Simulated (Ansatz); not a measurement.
Species: sum formula SiNH2F3, net charge 0, singlet state. SMILES: N[Si](F)(F)F
Structure (B3LYP-D3(BJ)/def2-TZVP (Ansatz, a first-principles code) minimum search):
```xyz
7

Si    -0.0079    -0.0020    -0.0019
F     -0.4568    -1.0187    -1.1308
F     -0.6660    -0.5298     1.3340
F     -0.6334     1.3917    -0.4052
N      1.6453     0.1665     0.2111
H      2.1931    -0.4923     0.7382
H      2.2061     0.7658    -0.3707
```

Parts of the frozen-core correlation energy in 6-31G (Ansatz, hartree). Frozen orbitals: 9; correlated occupied orbitals by spin: 16 and 16; virtual: 28 and 28. No spin-orbit coupling. No relativistic terms.

| term | value |
|---|---|
| reference (HF) | -642.89961 |
| MP2 opposite-spin | ? |
| MP2 same-spin | ? |
| CCSD correlation | -0.52946 |
| (T) | ? |
| T1 diagnostic | 0.011 |
| largest doubles amplitude | 0.045 |

Task: Complete the blanks.

Result: 
- MP2 opposite-spin, value: -0.38504
- MP2 same-spin, value: -0.13909
- (T), value: -0.00745
